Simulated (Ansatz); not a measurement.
Nudged elastic band run: C₂H₅AlS

The input (input.yaml):

```yaml
crystal:
  periodic: [false, false, false]
  atoms:
    - { symbol: C, position_ang: [-0.850251, 0.874806, -0.044642] }
    - { symbol: C, position_ang: [-0.362731, 0.202644, 1.027256] }
    - { symbol: S, position_ang: [1.370572, 0.090793, 1.433133] }
    - { symbol: Al, position_ang: [1.011489, -0.812138, -0.605983] }
    - { symbol: H, position_ang: [-1.904639, 0.812602, -0.301476] }
    - { symbol: H, position_ang: [-0.238904, 1.570365, -0.614349] }
    - { symbol: H, position_ang: [-1.041936, -0.408999, 1.621017] }
    - { symbol: H, position_ang: [0.440258, -2.284764, -0.646949] }
    - { symbol: H, position_ang: [1.576143, -0.045309, -1.868008] }
basis:
  gaussian: { orbitals: "6-31G*" }
hamiltonian:
  xc: b3lyp
  dispersion: d4
neb:
  order_check: false
  images: 5
  f_tol: 0.05
  max_iterations: 60
  final_atoms:
    - { symbol: C, position_ang: [-0.85027747, 0.87468304, -0.04493356] }
    - { symbol: C, position_ang: [-0.36256897, 0.20214731, 1.02711852] }
    - { symbol: S, position_ang: [1.37104419, 0.09008249, 1.43404038] }
    - { symbol: Al, position_ang: [1.01163112, -0.81190597, -0.60582195] }
    - { symbol: H, position_ang: [-1.90470925, 0.81228008, -0.30181954] }
    - { symbol: H, position_ang: [-0.23889757, 1.57009127, -0.61487339] }
    - { symbol: H, position_ang: [-1.0419588, -0.40877354, 1.62141912] }
    - { symbol: H, position_ang: [1.57565443, -0.04418224, -1.8676466] }
    - { symbol: H, position_ang: [0.44008334, -2.28442243, -0.64748397] }
  initial_path:
    images:
      - { positions_ang: [[-0.850251, 0.874806, -0.044642], [-0.362731, 0.202644, 1.027256], [1.370572, 0.090793, 1.433133], [1.011489, -0.812138, -0.605983], [-1.904639, 0.812602, -0.301476], [-0.238904, 1.570365, -0.614349], [-1.041936, -0.408999, 1.621017], [0.440258, -2.284764, -0.646949], [1.576143, -0.045309, -1.868008]] }
      - { positions_ang: [[-0.93150442, 0.84571194, -0.00710315], [-0.37928106, 0.19317687, 1.02762932], [1.36711482, 0.15661471, 1.3625089], [1.11270779, -0.79026976, -0.64240675], [-1.99291323, 0.78470994, -0.19266671], [-0.36078428, 1.51727817, -0.63200262], [-0.99534771, -0.39904825, 1.68649323], [0.28801251, -1.98890591, -0.80600269], [1.89199659, -0.31926771, -1.79645051]] }
      - { positions_ang: [[-1.01275784, 0.81661788, 0.0304357], [-0.39583112, 0.18370973, 1.02800264], [1.36365764, 0.22243641, 1.29188479], [1.21392658, -0.76840152, -0.67883051], [-2.08118746, 0.75681789, -0.08385742], [-0.48266456, 1.46419133, -0.64965625], [-0.94875943, -0.38909749, 1.75196945], [0.13576702, -1.69304782, -0.96505639], [2.20785017, -0.59322642, -1.72489302]] }
      - { positions_ang: [[-1.09401126, 0.78752382, 0.06797455], [-0.41238119, 0.1742426, 1.02837596], [1.36020046, 0.28825812, 1.22126069], [1.31514537, -0.74653328, -0.71525426], [-2.16946168, 0.72892583, 0.02495188], [-0.60454485, 1.4111045, -0.66730987], [-0.90217114, -0.37914674, 1.81744568], [-0.01647847, -1.39718972, -1.12411008], [2.52370376, -0.86718513, -1.65333554]] }
      - { positions_ang: [[-1.01276666, 0.81657689, 0.03033851], [-0.39577711, 0.18354417, 1.02795681], [1.36381503, 0.22219957, 1.29218725], [1.21397396, -0.76832418, -0.67877682], [-2.08121087, 0.75671058, -0.08397193], [-0.48266242, 1.46410009, -0.64983104], [-0.94876703, -0.38902234, 1.75210349], [0.51423249, -0.94618723, -1.37195559], [1.82916362, -1.33959757, -1.31805168]] }
      - { positions_ang: [[-0.93152207, 0.84562997, -0.00729752], [-0.37917304, 0.19284574, 1.02753767], [1.36742961, 0.15614103, 1.36311382], [1.11280254, -0.79011508, -0.64229938], [-1.99296006, 0.78449533, -0.19289574], [-0.36078, 1.51709568, -0.63235222], [-0.99536292, -0.39889794, 1.6867613], [1.04494346, -0.49518473, -1.6198011], [1.13462348, -1.81201, -0.98276783]] }
      - { positions_ang: [[-0.85027747, 0.87468304, -0.04493356], [-0.36256897, 0.20214731, 1.02711852], [1.37104419, 0.09008249, 1.43404038], [1.01163112, -0.81190597, -0.60582195], [-1.90470925, 0.81228008, -0.30181954], [-0.23889757, 1.57009127, -0.61487339], [-1.0419588, -0.40877354, 1.62141912], [1.57565443, -0.04418224, -1.8676466], [0.44008334, -2.28442243, -0.64748397]] }
```

Run as:

```bash
$ ansatz run input.yaml --threads 1 --pin off --max-ram 2048MiB --backend cpu --events-out ev --progress --plain --runs-dir out
```

Output, in part (warnings, iteration lines, the closing report on the highest movable image, with atoms numbered from 0):

```
NEB end point (image 0): max|allowed force component| = 1.233e-2 eV/Å (the criterion of neb.relax_end_points is 1.000e-2)
NEB end point (image 6): max|allowed force component| = 2.655e-3 eV/Å (the criterion of neb.relax_end_points is 1.000e-2)
NEB iter   1: max|band force component| = 3.173e1 eV/Å  barrier→ = 11.6664 eV  barrier← = 11.6664 eV  Δτ_max = 0.1980 Å  (182 SCF iters)
NEB iter   2: max|band force component| = 1.325e1 eV/Å  barrier→ = 5.5215 eV  barrier← = 5.5215 eV  Δτ_max = 0.2000 Å  (142 SCF iters)
NEB iter   3: max|band force component| = 5.299e0 eV/Å  barrier→ = 2.8971 eV  barrier← = 2.8971 eV  Δτ_max = 0.1985 Å  (142 SCF iters)
NEB iter   4: max|band force component| = 2.574e0 eV/Å  barrier→ = 1.5279 eV  barrier← = 1.5279 eV  Δτ_max = 0.1985 Å  (140 SCF iters)
NEB iter   5: max|band force component| = 1.362e0 eV/Å  barrier→ = 0.8690 eV  barrier← = 0.8690 eV  Δτ_max = 0.1981 Å  (142 SCF iters)
NEB iter   6: max|band force component| = 6.654e-1 eV/Å  barrier→ = 0.4779 eV  barrier← = 0.4779 eV  Δτ_max = 0.1941 Å  (145 SCF iters)
NEB iter   7: max|band force component| = 3.342e-1 eV/Å  barrier→ = 0.2435 eV  barrier← = 0.2435 eV  CI = image 4  Δτ_max = 0.1996 Å  (148 SCF iters)
NEB iter   8: max|band force component| = 2.323e-1 eV/Å  barrier→ = 0.1749 eV  barrier← = 0.1749 eV  CI = image 4  Δτ_max = 0.1971 Å  (146 SCF iters)
NEB iter   9: max|band force component| = 1.780e-1 eV/Å  barrier→ = 0.1887 eV  barrier← = 0.1887 eV  CI = image 4  Δτ_max = 0.1476 Å  (143 SCF iters)
NEB iter  10: max|band force component| = 1.701e-1 eV/Å  barrier→ = 0.2005 eV  barrier← = 0.2005 eV  CI = image 4  Δτ_max = 0.0500 Å  (144 SCF iters)
NEB iter  11: max|band force component| = 8.907e-2 eV/Å  barrier→ = 0.1934 eV  barrier← = 0.1934 eV  CI = image 4  Δτ_max = 0.0235 Å  (142 SCF iters)
NEB iter  12: max|band force component| = 6.650e-2 eV/Å  barrier→ = 0.1925 eV  barrier← = 0.1925 eV  CI = image 4  Δτ_max = 0.0148 Å  (119 SCF iters)
NEB iter  13: max|band force component| = 5.507e-2 eV/Å  barrier→ = 0.1917 eV  barrier← = 0.1917 eV  CI = image 4  Δτ_max = 0.0067 Å  (117 SCF iters)
NEB iter  14: max|band force component| = 4.025e-2 eV/Å  barrier→ = 0.1916 eV  barrier← = 0.1916 eV  CI = image 4  Δτ_max = 0.0000 Å  (237 SCF iters)
Total energy: -19588.02045772 eV, -719.8464745840 hartree
Atom 0 at    -1.227651     0.870134     0.180323 Å, force    -0.014695    -0.001859     0.000894 eV/Å
Atom 1 at    -0.416375     0.233761     1.031974 Å, force     0.039529     0.011805    -0.006398 eV/Å
Atom 2 at     1.386891     0.357169     1.062006 Å, force    -0.020021    -0.011893    -0.000280 eV/Å
Atom 3 at     1.400114    -0.830973    -0.809259 Å, force     0.003423     0.002712     0.004836 eV/Å
Atom 4 at    -2.304593     0.733080     0.240424 Å, force     0.002289    -0.004463     0.002610 eV/Å
Atom 5 at    -0.852598     1.541668    -0.585963 Å, force     0.000896     0.000928    -0.001854 eV/Å
Atom 6 at    -0.823741    -0.419393     1.800670 Å, force    -0.009817     0.001731     0.001128 eV/Å
Atom 7 at     0.692941    -0.254000    -2.100599 Å, force    -0.001042    -0.000128     0.001013 eV/Å
Atom 8 at     2.145013    -2.231447    -0.819578 Å, force    -0.000561     0.001167    -0.001948 eV/Å
Dipole moment:    -0.283045    -0.063147    -0.145307 e Å
```

It converged. The profile has 2 maxima (images 1, 4) with wells between them (image 2): this band takes more than one step, which may be the mechanism or a detour left from its start path. A vibrational analysis at the climbing image gives one clearly imaginary mode, 185i cm⁻¹: a first-order saddle point.

Final band (atoms are numbered from 1 in the order of the input):

```csv
image,path coordinate (Å),energy (kJ/mol),dihedral C2–S3–Al4–H8 (°)
0,0.00,0.0,-80
1,1.25,10.0,-48
2,2.50,2.0,-13
3,3.75,4.7,20
4,5.00,18.5,62
5,5.84,9.7,87
6,6.68,0.0,111
```

Run time: 4.5 min on 1 thread of Arm Neoverse V1 (shared host), peak memory 0.16 GiB.
